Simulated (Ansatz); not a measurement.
A nudged elastic band was laid between two geometries of AlCl2H + ClH (6 atoms, charge 0, multiplicity 1).

Level of theory: RHF/6-31G* in Ansatz 0.2.0.

| Item | Value |
| --- | --- |
| movable images | 9 |
| climbing image | yes |
| spring | 5.0 eV/Å² |
| optimiser | quadratic models (default) |
| start path | through a guess of the saddle point |
| force threshold | 0.03 eV/Å |
| iteration limit | 60 |
| end points | relaxed |

First end point:

```xyz
6
Properties=species:S:1:pos:R:3
Al -0.120 0.319 0.040
H -0.319 1.262 1.265
Cl 1.826 -0.198 -0.600
Cl -1.702 -0.069 -1.288
Cl -0.335 -2.094 1.636
H 0.799 -2.602 1.374
```

Last end point:

```xyz
6
Properties=species:S:1:pos:R:3
Al -0.045 -0.980 -0.713
H 0.202 0.614 2.525
Cl 1.836 -0.222 -1.165
Cl -1.740 0.161 -1.087
Cl -0.231 -2.886 0.093
H 0.127 -0.068 2.776
```

Problem. Which bonds break or form, and what moves?

Solution. Bonds broken: Al1–H2, Cl5–H6. Bonds formed: Al1–Cl5, H2–H6. AlCl2H + ClH becomes AlCl3 + H2.

Problem. Give the energies along the band, and the barrier.

Solution. The forces met the threshold. The highest image is number 5 of 0 to 10, 1.04 eV above the first end and 2.23 eV above the last; the last end lies 1.19 eV below the first. Neighbouring images differ by up to 1.4 eV, so the band resolves the path poorly. A vibrational analysis at the climbing image gives one clearly imaginary mode, 1661i cm⁻¹: a first-order saddle point. The orbitals stay closed-shell, which can raise the energy where a bond breaks towards radicals; this wasn't checked here.

| image | path coordinate (Å) | energy (eV) | Al1–H2 (Å) | Cl5–H6 (Å) | Al1–Cl5 (Å) |
| --- | --- | --- | --- | --- | --- |
| 0 | 0.00 | 0.00 | 1.56 | 1.27 | 2.90 |
| 1 | 0.67 | 0.01 | 1.56 | 1.27 | 2.89 |
| 2 | 1.34 | 0.03 | 1.56 | 1.27 | 2.88 |
| 3 | 2.01 | 0.04 | 1.56 | 1.27 | 2.82 |
| 4 | 2.68 | 0.29 | 1.57 | 1.27 | 2.64 |
| 5 | 3.35 | 1.04 | 1.67 | 1.48 | 2.36 |
| 6 | 3.87 | -0.33 | 1.90 | 2.02 | 2.17 |
| 7 | 4.39 | -1.01 | 2.25 | 2.56 | 2.09 |
| 8 | 4.90 | -1.15 | 2.72 | 3.05 | 2.08 |
| 9 | 5.42 | -1.18 | 3.17 | 3.50 | 2.08 |
| 10 | 5.94 | -1.19 | 3.62 | 3.91 | 2.08 |

Problem. What is the geometry of the highest image?

Solution. 
```xyz
6
Properties=species:S:1:pos:R:3
Al 0.054 -0.296 -0.038
H -0.022 0.205 1.555
Cl 1.937 -0.048 -0.905
Cl -1.713 0.023 -1.103
Cl -0.052 -2.316 1.169
H -0.055 -0.949 1.750
```

The run took 2.8 min on 1 thread of Intel(R) Xeon(R) 6975P-C (Granite Rapids) (shared host), peak memory 0.18 GiB.
